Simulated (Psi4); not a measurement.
Ag (SMILES [Ag+]), charge +1, singlet (core potentials on Ag); CAM-B3LYP/def2-TZVPD in Psi4.

Input for Psi4:
```
memory 2 GB

molecule mol {
1 1
Ag    0.000000    0.000000    0.000000
}

set {
  basis def2-tzvpd
  reference rks
  s_tolerance 1e-6
  s_orthogonalization canonical
}

energy('cam-b3lyp')
print_variables()
```

The log (banner, timings and long lists left out):

```
   => Loading Basis Set <=

    Name: DEF2-TZVPD
    Role: ORBITAL
    Keyword: BASIS

    !!!  WARNING: ECP capability is in beta. Please check occupations closely.  !!!

         ---------------------------------------------------------
                                   SCF
               by Justin Turney, Rob Parrish, Andy Simmonett
                          and Daniel G. A. Smith
                              RKS Reference
         ---------------------------------------------------------

  ==> Geometry <==

    Molecular point group: d2h
    Geometry (in Angstrom), charge = 1, multiplicity = 1:

       Center              X                  Y                   Z               Mass
    ------------   -----------------  -----------------  -----------------  -----------------
         AG           0.000000000000     0.000000000000     0.000000000000   106.905091600000

  Running in d2h symmetry.

  Rotational constants: A = ************  B = ************  C = ************ [cm^-1]
  Rotational constants: A = ************  B = ************  C = ************ [MHz]
  Nuclear repulsion =    0.000000000000000

  Charge       = 1
  Multiplicity = 1
  Electrons    = 18
  Nalpha       = 9
  Nbeta        = 9

  ==> Algorithm <==

  SCF Algorithm Type is DF.
  DIIS enabled.
  MOM disabled.
  Fractional occupation disabled.
  Guess Type is CORE.
  Energy threshold   = 1.00e-06
  Density threshold  = 1.00e-06
  Integral threshold = 1.00e-12

  ==> Primary Basis <==

  Basis Set: DEF2-TZVPD
    Blend: DEF2-TZVPD
    Number of shells: 14
    Number of basis functions: 40
    Number of Cartesian functions: 46
    Spherical Harmonics?: true
    Max angular momentum: 3

  Core potential: DEF2-TZVPD
    Number of shells: 4
    Number of ECP primitives: 14
    Number of ECP core electrons: 28
    Max angular momentum: 3

  ==> DFT Potential <==

   => LibXC <=

    Version 7.1.2
    S. Lehtola, C. Steigemann, M. J. T. Oliveira, and M. A. L. Marques,  SoftwareX 7, 1–5 (2018) (10.1016/j.softx.2017.11.002)

   => Composite Functional: CAM-B3LYP <=

    CAM-B3LYP Hyb-GGA Exchange-Correlation Functional

    T. Yanai, D. P. Tew, and N. C. Handy,  Chem. Phys. Lett. 393, 51 (2004) (10.1016/j.cplett.2004.06.011)

    Deriv               =              1
    GGA                 =           TRUE
    Meta                =          FALSE

    Exchange Hybrid     =           TRUE
    MP2 Hybrid          =          FALSE

   => Exchange Functionals <=

[...]
   @DF-RKS iter   6:  -146.65200361512132   -1.22721e-03   5.06845e-04 ADIIS/DIIS
   @DF-RKS iter   7:  -146.65202055961450   -1.69445e-05   5.28299e-06 DIIS
   @DF-RKS iter   8:  -146.65202056192888   -2.31438e-09   6.91871e-08 DIIS
  Energy and wave function converged.

  ==> Post-Iterations <==

   Electrons on quadrature grid:
      Ntotal   =   18.0000000000 ; deviation = -4.974e-14

    Orbital Energies [Eh]
    ---------------------

    Doubly Occupied:

[...]
    Virtual:

[...]
      12Ag   108.833908

    Final Occupation by Irrep:
             Ag   B1g   B2g   B3g    Au   B1u   B2u   B3u
    DOCC [     3,    1,    1,    1,    0,    1,    1,    1 ]
    NA   [     3,    1,    1,    1,    0,    1,    1,    1 ]
    NB   [     3,    1,    1,    1,    0,    1,    1,    1 ]

  @DF-RKS Final Energy:  -146.65202056192888

   => Energetics <=

    Nuclear Repulsion Energy =              0.0000000000000000
    One-Electron Energy =                -255.3176539825318230
    Two-Electron Energy =                 118.6503713086515148
    DFT Exchange-Correlation Energy =      -9.9847378880485511
    Empirical Dispersion Energy =           0.0000000000000000
    VV10 Nonlocal Energy =                  0.0000000000000000
    Total Energy =                       -146.6520205619288788

Computation Completed

Properties will be evaluated at   0.000000,   0.000000,   0.000000 [a0]

Properties computed using the SCF density matrix

 Multipole Moments:

 ------------------------------------------------------------------------------------
     Multipole            Electronic (a.u.)      Nuclear  (a.u.)        Total (a.u.)
 ------------------------------------------------------------------------------------

 L = 1.  Multiply by 2.5417464519 to convert [e a0] to [Debye]
 Dipole X            :          0.0000000            0.0000000            0.0000000
 Dipole Y            :          0.0000000            0.0000000            0.0000000
 Dipole Z            :          0.0000000            0.0000000            0.0000000
 Magnitude           :                                                    0.0000000

 ------------------------------------------------------------------------------------

  Variable Map:
  ----------------------------------------------------------------------------
[...]
  Array Variable Map:
  ----------------------------------------------------------------------------
[...]
[...]
```
